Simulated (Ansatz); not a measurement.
```xyz
10

C     0.1427   -1.7848   -1.8953
C    -0.1943   -1.0808   -0.8253
S    -1.5584   -1.4620    0.3631
Al   -0.2554    0.2289    0.5194
C     0.2483    1.8234    1.4881
H     0.9678   -1.4587   -2.5205
H    -0.3736   -2.6944   -2.1906
H     1.1485    2.2794    1.0713
H    -0.5588    2.5598    1.4504
H     0.4332    1.5892    2.5394
```

The species carries charge 0 and has multiplicity 1.

Question: List the B3LYP/def2-TZVPP orbital energies in eV (the Gaussian-basis code of Ansatz). (Best estimate.)

Answer: The calculation gave: Occupied: -2417.24, -1524.71, -277.11, -276.97, -276.40, -215.23, -159.77, -159.67, -159.64, -112.73, -73.45, -73.33, -73.23, -21.11, -19.36, -18.63, -13.93, -11.90, -11.65, -11.63, -11.37, -9.82, -8.70, -7.98, -6.70, -5.97. Lowest empty: -1.31, -0.98, 0.42, 0.50, 0.93, 1.66, 2.03, 2.32.

B3LYP here is the variant with VWN-RPA as its local correlation; programs differ in this.
